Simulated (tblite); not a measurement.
Run record: tight-binding relaxation, `CO[SiH]C=O` [radical].

Computed with GFN2-xTB geometry optimisation, gas phase (tblite 0.8.0). Start geometry: from a force field or distance geometry. A driver script takes a list of jobs; this job's settings line and coordinates (Å) are shown.

Command:
```bash
OMP_NUM_THREADS=1 python probes_run.py task.json out
```

Input:
```
{"job": {"kind": "relax", "xc": "GFN2-xTB", "basis": "xTB"}, "charge": 0, "multiplicity": 2}
C     -1.732000     0.352800    -0.052700
O     -0.460600     0.863400     0.155300
Si     0.606700    -0.504800     0.232900
C      2.287500    -0.032400    -0.380600
O      2.774300     0.961500     0.117900
H     -1.800900    -0.669100     0.377100
H     -2.519100     1.009600     0.425300
H     -1.889000     0.299000    -1.146500
H      0.006300    -1.604500    -0.508100
H      2.735700    -0.671000    -1.096000
```

Output:
```
step      E/eV     max force
  0    -451.87981    2.676
  1    -452.09300    1.466
  2    -452.16638    1.050
  3    -452.20878    0.848
  4    -452.29904    1.058
  5    -452.38396    1.035
  6    -452.46192    0.624
  7    -452.49488    0.533
  8    -452.52037    0.406
  9    -452.54301    0.461
... (144 lines left out)
154    -452.89402    0.123
155    -452.89523    0.066
156    -452.89481    0.203
157    -452.89601    0.041
158    -452.89633    0.042
159    -452.89339    0.294
160    -452.89675    0.029
161    -452.89696    0.031
162    -452.89662    0.140
163    -452.89726    0.009
```

«max force» is the largest atomic force in eV/Å.

**Question.** From which step on does the largest force stay under 0.1 eV/Å, and how much energy is left to gain from there?

**Answer.** From step 163 (0.009 eV/Å), 0.0 meV above the end.

In short: energy lowered by 23.5 kcal/mol over 163 steps; largest atomic force 0.009 eV/Å at the end.

**Question.** Give the final coordinates.

**Answer.** 1.169 Å rms from the input after alignment:
```
atom  x, y, z in Å
C1    -1.5731    0.5058    0.0318
O2    -0.8781   -0.7113    0.1352
Si3    0.6675   -1.0942   -0.0796
C4     1.9025    0.1561   -0.6215
O5     1.5398    1.3315   -0.8192
H6    -2.4380    0.3531   -0.6160
H7    -1.9160    0.7986    1.0259
H8    -0.9409    1.2915   -0.3788
H9     0.6888   -2.5017    0.2121
H10    2.9564   -0.1248   -0.7653
```

The run took 0.66 s wall on an Arm Neoverse V1 with one thread, on a shared host.
Labels such as C1 count atoms from 1, the log's own numbers from 0.
